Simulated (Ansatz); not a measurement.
Geometry optimisation, RKS PBE0-D4/STO-3G (Ansatz).

Input:

```yaml
crystal:
  periodic: [false, false, false]
  atoms:
    - { symbol: C, position_ang: [-1.9106, -0.9577, 0.4267] }
    - { symbol: O, position_ang: [-1.2981, 0.3305, 0.5433] }
    - { symbol: Si, position_ang: [0.3123, 0.3444, 0.7264] }
    - { symbol: C, position_ang: [1.3018, 0.0315, -0.9069] }
    - { symbol: C, position_ang: [1.3686, 1.3835, -0.3585] }
    - { symbol: H, position_ang: [-1.6207, -1.4391, -0.4768] }
    - { symbol: H, position_ang: [-3.0032, -0.7148, 0.3057] }
    - { symbol: H, position_ang: [-1.7842, -1.5143, 1.3027] }
    - { symbol: H, position_ang: [0.8986, -0.6177, 1.7475] }
    - { symbol: H, position_ang: [0.5556, -0.137, -1.7087] }
    - { symbol: H, position_ang: [2.0475, -0.6654, -0.7973] }
    - { symbol: H, position_ang: [0.8689, 2.2094, -0.824] }
    - { symbol: H, position_ang: [2.284, 1.7118, 0.0349] }
basis:
  gaussian: { orbitals: STO-3G }
hamiltonian:
  xc: pbe0
  dispersion: d4
relax:
  f_tol: 0.02
  max_steps: 40
scf:
  lower_state_search: "off"
```

Command:

```bash
$ ansatz run input.yaml --threads 1 --pin off --max-ram 2048MiB --backend cpu --events-out ev --progress --plain --runs-dir out
```

Problem. Where does it end, and by what steps?

Solution. It converged. The force dipped under the threshold on the way, but the program's further checks kept it going. Limits of this set-up: minimal basis. After 13 steps the energy has fallen by 1.340 eV; H10 moved furthest, 0.43 Å.

```tsv
step	energy less start (eV)	largest force component (eV/Å)	accepted
0	0.0000	5.371	yes
1	-1.0804	2.208	yes
2	-1.2302	1.251	yes
3	-1.3245	0.211	yes
4	-1.3331	0.067	yes
5	-1.3345	0.204	yes
6	-1.3364	0.145	yes
7	-1.3326	0.432	no
8	-1.3357	0.175	no
9	-1.3377	0.009	yes
10	-1.3385	0.175	yes
11	-1.3392	0.073	yes
12	-1.3395	0.012	yes
13	-1.3396	0.010	yes
```

```xyz
13
Properties=species:S:1:pos:R:3
C -2.044 -0.932 0.509
O -1.373 0.353 0.411
Si 0.324 0.137 0.536
C 1.346 0.008 -0.975
C 1.371 1.400 -0.258
H -1.814 -1.616 -0.336
H -3.132 -0.737 0.489
H -1.822 -1.480 1.449
H 0.767 -0.530 1.739
H 0.880 0.002 -1.962
H 2.283 -0.552 -0.963
H 0.913 2.218 -0.815
H 2.322 1.693 0.190
```

Whether the end is a true minimum wasn't checked by a vibrational analysis.

Time of the run: 24 s on 1 thread of Arm Neoverse V2, on a shared host, peak memory 0.12 GiB.
